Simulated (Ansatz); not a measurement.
Ansatz (a program for electronic structure) input for BeGeH5N, SMILES [NH2][Be][GeH3], B3LYP-D3(BJ)/def2-TZVP. 

Ansatz 0.2 input:
```yaml
crystal:
  periodic: [false, false, false]
  atoms:
    - {symbol: Be, position_ang: [-0.10967980, 1.09641521, -0.68608683]}
    - {symbol: N, position_ang: [-0.23131865, 2.35772330, -1.49085187]}
    - {symbol: H, position_ang: [-0.57104603, 3.25444350, -1.18046262]}
    - {symbol: H, position_ang: [0.00925426, 2.49135321, -2.46042720]}
    - {symbol: Ge, position_ang: [0.06949239, -0.70721211, 0.44684360]}
    - {symbol: H, position_ang: [0.92675555, -1.82973289, -0.07745503]}
    - {symbol: H, position_ang: [0.63118280, -0.65822028, 1.84368395]}
    - {symbol: H, position_ang: [-1.16195316, -1.51677975, 0.75597624]}
basis:
  gaussian:
    orbitals: def2-TZVP
hamiltonian:
  xc: b3lyp
  dispersion: d3bj
relax: {f_tol: 0.002, max_steps: 200}
```

Log of the run:

```
WARN ansatz: RAYON_NUM_THREADS=1 ignored (pool sized by the plan → 1); use --threads N
Functional definition: B3LYP
integrals: 0.05 GiB planned
905 factors; their error is unknown
mean field: 0.42 GiB planned
mean field evaluation 1: about -58485.1518 eV, gradient 6.9e1 eV
mean field evaluation 2: about -58462.2209 eV, gradient 1.1e2 eV
mean field evaluation 4: about -58493.9075 eV, gradient 2.6e0 eV
mean field evaluation 8: about -58494.1404 eV, gradient 2.1e-1 eV
mean field evaluation 16: about -58494.1404 eV, gradient 1.4e-5 eV
mean field -58494.14044018 eV, -2149.6200124242 hartree, gradient 1.4e-5 eV, S^2 0.000000; 0 other end points of the search recorded, 0 dependent functions left out
the calculation of the forces begins
reference -58494.14070066 eV, -2149.6200219967 hartree; 24, 24 occupied and 104, 104 virtual orbitals, 905 factors
relax step   1: F+E_penalty+E_count = -58494.35423115 eV  Δ(F+E_penalty+E_count) = +0.000e0 eV  max|allowed force component| = 9.164e-1 eV/Å  Δτ_max = 0.0000 Å  (27 SCF iters, accepted)
these checks for a lower state are left out or cut short: starts, cluster_reference, orbital_swaps, neighbouring_geometries, increment
integrals: 0.05 GiB planned
905 factors; their error is unknown
mean field: 0.42 GiB planned
mean field -58494.30946447 eV, -2149.6262239524 hartree, gradient 9.2e-6 eV, S^2 0.000000; 0 other end points of the search recorded, 0 dependent functions left out
the calculation of the forces begins
reference -58494.30973038 eV, -2149.6262337241 hartree; 24, 24 occupied and 104, 104 virtual orbitals, 905 factors
relax step   2: F+E_penalty+E_count = -58494.52313343 eV  Δ(F+E_penalty+E_count) = -1.689e-1 eV  max|allowed force component| = 2.678e-1 eV/Å  Δτ_max = 0.1606 Å  (29 SCF iters, accepted)
these checks for a lower state are left out or cut short: starts, cluster_reference, orbital_swaps, neighbouring_geometries, increment
integrals: 0.05 GiB planned
905 factors; their error is unknown
mean field: 0.42 GiB planned
mean field -58494.32139215 eV, -2149.6266622864 hartree, gradient 9.0e-6 eV, S^2 0.000000; 0 other end points of the search recorded, 0 dependent functions left out
the calculation of the forces begins
reference -58494.32165762 eV, -2149.6266720421 hartree; 24, 24 occupied and 104, 104 virtual orbitals, 905 factors
relax step   3: F+E_penalty+E_count = -58494.53375928 eV  Δ(F+E_penalty+E_count) = -1.063e-2 eV  max|allowed force component| = 2.609e-1 eV/Å  Δτ_max = 0.0428 Å  (31 SCF iters, accepted)
these checks for a lower state are left out or cut short: starts, cluster_reference, orbital_swaps, neighbouring_geometries, increment
integrals: 0.05 GiB planned
905 factors; their error is unknown
mean field: 0.42 GiB planned
mean field evaluation 32: about -58494.0995 eV, gradient 1.3e-2 eV
mean field -58494.31287696 eV, -2149.6263493588 hartree, gradient 8.8e-6 eV, S^2 0.000000; 0 other end points of the search recorded, 0 dependent functions left out
the calculation of the forces begins
reference -58494.31314287 eV, -2149.6263591311 hartree; 24, 24 occupied and 104, 104 virtual orbitals, 905 factors
relax step   4: F+E_penalty+E_count = -58494.52596104 eV  Δ(F+E_penalty+E_count) = +7.798e-3 eV  max|allowed force component| = 8.123e-1 eV/Å  Δτ_max = 0.0322 Å  (29 SCF iters, rejected (line search))
these checks for a lower state are left out or cut short: starts, cluster_reference, orbital_swaps, neighbouring_geometries, increment
integrals: 0.05 GiB planned
905 factors; their error is unknown
mean field: 0.42 GiB planned
mean field -58494.32442729 eV, -2149.6267738258 hartree, gradient 8.7e-6 eV, S^2 0.000000; 0 other end points of the search recorded, 0 dependent functions left out
the calculation of the forces begins
reference -58494.32469292 eV, -2149.6267835874 hartree; 24, 24 occupied and 104, 104 virtual orbitals, 905 factors
relax step   5: F+E_penalty+E_count = -58494.53698982 eV  Δ(F+E_penalty+E_count) = -3.231e-3 eV  max|allowed force component| = 5.045e-2 eV/Å  Δτ_max = 0.0161 Å  (31 SCF iters, accepted)
these checks for a lower state are left out or cut short: starts, cluster_reference, orbital_swaps, neighbouring_geometries, increment
integrals: 0.05 GiB planned
905 factors; their error is unknown
mean field: 0.42 GiB planned
mean field -58494.32471237 eV, -2149.6267843024 hartree, gradient 8.7e-6 eV, S^2 0.000000; 0 other end points of the search recorded, 0 dependent functions left out
the calculation of the forces begins
reference -58494.32497806 eV, -2149.6267940663 hartree; 24, 24 occupied and 104, 104 virtual orbitals, 905 factors
relax step   6: F+E_penalty+E_count = -58494.53745014 eV  Δ(F+E_penalty+E_count) = -4.603e-4 eV  max|allowed force component| = 8.428e-3 eV/Å  Δτ_max = 0.0095 Å  (31 SCF iters, accepted)
these checks for a lower state are left out or cut short: starts, cluster_reference, orbital_swaps, neighbouring_geometries, increment
integrals: 0.05 GiB planned
905 factors; their error is unknown
mean field: 0.42 GiB planned
mean field -58494.32469287 eV, -2149.6267835858 hartree, gradient 2.0e-5 eV, S^2 0.000000; 0 other end points of the search recorded, 0 dependent functions left out
the calculation of the forces begins
reference -58494.32495856 eV, -2149.6267933498 hartree; 24, 24 occupied and 104, 104 virtual orbitals, 905 factors
relax step   7: F+E_penalty+E_count = -58494.53745374 eV  Δ(F+E_penalty+E_count) = -3.602e-6 eV  max|allowed force component| = 3.229e-4 eV/Å  Δτ_max = 0.0007 Å  (21 SCF iters, accepted)
integrals: 0.05 GiB planned
905 factors; their error is unknown
mean field: 0.42 GiB planned
mean field evaluation 64: about -58494.1108 eV, gradient 3.8e-1 eV
mean field -58494.32469287 eV, -2149.6267835858 hartree, gradient 2.0e-5 eV, S^2 0.000000; 1 other end points of the search recorded, 0 dependent functions left out
the calculation of the forces begins
reference -58494.32495856 eV, -2149.6267933498 hartree; 24, 24 occupied and 104, 104 virtual orbitals, 905 factors
Total energy: -58494.53771943 eV, -2149.6346121674 hartree
Atom 0 at    -0.113882     1.084455    -0.683116 Å, force    -0.000119     0.000193    -0.000323 eV/Å
Atom 1 at    -0.228433     2.344181    -1.482985 Å, force     0.000170    -0.000064     0.000258 eV/Å
Atom 2 at    -0.572371     3.225588    -1.133862 Å, force    -0.000155     0.000082     0.000090 eV/Å
Atom 3 at     0.026608     2.440930    -2.453902 Å, force     0.000006    -0.000261    -0.000102 eV/Å
Atom 4 at     0.068823    -0.764757     0.484527 Å, force     0.000028     0.000045     0.000013 eV/Å
Atom 5 at     0.986805    -1.810293    -0.190959 Å, force     0.000107    -0.000038    -0.000128 eV/Å
Atom 6 at     0.670576    -0.541980     1.891193 Å, force     0.000079    -0.000079     0.000255 eV/Å
Atom 7 at    -1.275439    -1.490134     0.720326 Å, force    -0.000115     0.000120    -0.000063 eV/Å
Dipole moment:    -0.045333     0.445930    -0.280759 e Å
```

The calculation finished and met its thresholds.
